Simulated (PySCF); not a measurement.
Compound: C₇H₉N.
Numbering: `[CH3:1][C:2]([CH3:3])=[C:4]1[CH2:5][C@@H:6]1[C:7]#[N:8]` (hydrogens: H9, H10, H11 on C1; H12, H13, H14 on C3; H15, H16 on C5; H17 on C6)

The same species was optimised twice, with GFN2-xTB and with PBE0-D3(BJ)/def2-SVP (PySCF), and the same property calculations (PySCF, gas phase) were run on both structures.

| coordinate | GFN2-xTB | PBE0-D3(BJ)/def2-SVP | change |
| --- | --- | --- | --- |
| C6–C7 (Å) | 1.419 | 1.441 | +0.022 |
| C2=C4 (Å) | 1.312 | 1.329 | +0.017 |
| C7≡N8 (Å) | 1.145 | 1.159 | +0.014 |
| C5–C6 (Å) | 1.531 | 1.543 | +0.012 |
| C4–C5 (Å) | 1.458 | 1.452 | -0.006 |
| C4–C6 (Å) | 1.481 | 1.475 | -0.006 |
| C1–C2 (Å) | 1.501 | 1.498 | -0.003 |
| C2–C3 (Å) | 1.500 | 1.498 | -0.002 |
| C4–C6–C7 (°) | 118.6 | 120.3 | +1.7 |
| C2–C4–C6 (°) | 146.5 | 145.4 | -1.1 |
| C1–C2–C3 (°) | 116.3 | 117.3 | +1.0 |
| C5–C6–C7 (°) | 118.7 | 119.6 | +0.9 |
| C5–C4–C6 (°) | 62.8 | 63.6 | +0.8 |
| C3–C2–C4 (°) | 122.2 | 121.4 | -0.8 |
| C4–C6–C5 (°) | 57.9 | 57.5 | -0.4 |
| C4–C5–C6 (°) | 59.3 | 58.9 | -0.4 |

Rotational constants: A = 3599, B = 1321, C = 1085 MHz (GFN2-xTB) against A = 3567, B = 1303, C = 1067 MHz (PBE0-D3(BJ)/def2-SVP). Point groups within 0.08 Å: C1 and C1.

On the GFN2-xTB structure: lowest singlet, TDDFT (eV) 6.84 [CAM-B3LYP/def2-SVPD]; lowest triplet, Tamm–Dancoff (eV) 4.40 [CAM-B3LYP/def2-SVPD]; isotropic polarisability (au) 86.5 [CAM-B3LYP/def2-SVPD]; HOMO (eV) -8.78 [CAM-B3LYP/def2-SVPD]; LUMO (eV) 0.89 [CAM-B3LYP/def2-SVPD]; dipole (D) 4.60 [CAM-B3LYP/def2-SVPD]; HOMO (eV) -7.47 [PBE0/pcSseg-1]; LUMO (eV) -0.15 [PBE0/pcSseg-1]; dipole (D) 4.57 [PBE0/pcSseg-1]; GIAO shielding of C1 (ppm) 161.6 [PBE0/pcSseg-1]; GIAO shielding of C2 (ppm) 51.1 [PBE0/pcSseg-1]; GIAO shielding of C3 (ppm) 161.9 [PBE0/pcSseg-1]; GIAO shielding of C4 (ppm) 67.6 [PBE0/pcSseg-1]; GIAO shielding of C5 (ppm) 173.1 [PBE0/pcSseg-1]; GIAO shielding of C6 (ppm) 184.8 [PBE0/pcSseg-1]; GIAO shielding of C7 (ppm) 62.0 [PBE0/pcSseg-1]; GIAO shielding of N8 (ppm) -22.4 [PBE0/pcSseg-1].

Q: What do these properties become on the PBE0-D3(BJ)/def2-SVP structure?

A: 
```tsv
property	level	on GFN2-xTB	on PBE0-D3(BJ)/def2-SVP	change
lowest singlet, TDDFT (eV)	CAM-B3LYP/def2-SVPD	6.84	6.71	-0.13
lowest triplet, Tamm–Dancoff (eV)	CAM-B3LYP/def2-SVPD	4.40	4.19	-0.21
isotropic polarisability (au)	CAM-B3LYP/def2-SVPD	86.5	88.4	+1.9
HOMO (eV)	CAM-B3LYP/def2-SVPD	-8.78	-8.70	+0.08
LUMO (eV)	CAM-B3LYP/def2-SVPD	0.89	0.77	-0.12
dipole (D)	CAM-B3LYP/def2-SVPD	4.60	4.63	+0.03
energy, GFN2-xTB geometry as zero (kcal/mol)	CAM-B3LYP/def2-SVPD	0.0	-1.0	-1.0
HOMO (eV)	PBE0/pcSseg-1	-7.47	-7.40	+0.07
LUMO (eV)	PBE0/pcSseg-1	-0.15	-0.30	-0.15
dipole (D)	PBE0/pcSseg-1	4.57	4.60	+0.03
energy, GFN2-xTB geometry as zero (kcal/mol)	PBE0/pcSseg-1	0.0	-0.7	-0.7
GIAO shielding of C1 (ppm)	PBE0/pcSseg-1	161.6	160.3	-1.3
GIAO shielding of C2 (ppm)	PBE0/pcSseg-1	51.1	47.6	-3.5
GIAO shielding of C3 (ppm)	PBE0/pcSseg-1	161.9	160.2	-1.7
GIAO shielding of C4 (ppm)	PBE0/pcSseg-1	67.6	64.6	-3.0
GIAO shielding of C5 (ppm)	PBE0/pcSseg-1	173.1	170.9	-2.2
GIAO shielding of C6 (ppm)	PBE0/pcSseg-1	184.8	181.9	-2.9
GIAO shielding of C7 (ppm)	PBE0/pcSseg-1	62.0	59.5	-2.5
GIAO shielding of N8 (ppm)	PBE0/pcSseg-1	-22.4	-29.7	-7.3
```

The heavy atoms differ by 0.025 Å rms after alignment. Among bonds between heavy atoms C6–C7 changes most (+0.022 Å). Changes are differences of the printed values. Neither structure is proved a minimum here.
